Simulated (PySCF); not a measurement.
Working out the ionisation energy of Zr

Zr [Kr] 4d2 5s2 (3F) → Zr⁺ [Kr] 4d2 5s1 (4F). Calculation: PySCF 2.14, in cc-pVTZ-PP with ECP28MDF; a scalar-relativistic core potential. Frozen: 4s2 4p6. Energies in hartree (1 hartree = 27.21139 eV):

| part | Zr (lower) | Zr⁺ (upper) |
| --- | --- | --- |
| UHF | -46.305485 | -46.114983 |
| MP2 opposite-spin | -0.033630 | 0.000000 |
| MP2 same-spin | -0.011596 | -0.011987 |

Q: What does Hartree-Fock give?

A: (-46.114983) − (-46.305485) = 0.190502 hartree = 5.184 eV.

Q: What do MP2 and SCS-MP2 (6/5 opposite-spin, 1/3 same-spin) give?

A: The opposite-spin parts differ by 0.915 eV and the same-spin parts by -0.011 eV. MP2: 5.184 + (0.915) + (-0.011) = 6.088 eV. SCS-MP2: 5.184 + 1.2 × (0.915) + (-0.011)/3 = 6.278 eV.

Measured between the centres of the two terms (NIST): 6.639 eV, so MP2 (valence) is off by -0.551 eV.

What remains against the reference includes basis incompleteness, the frozen core and correlation beyond second order.
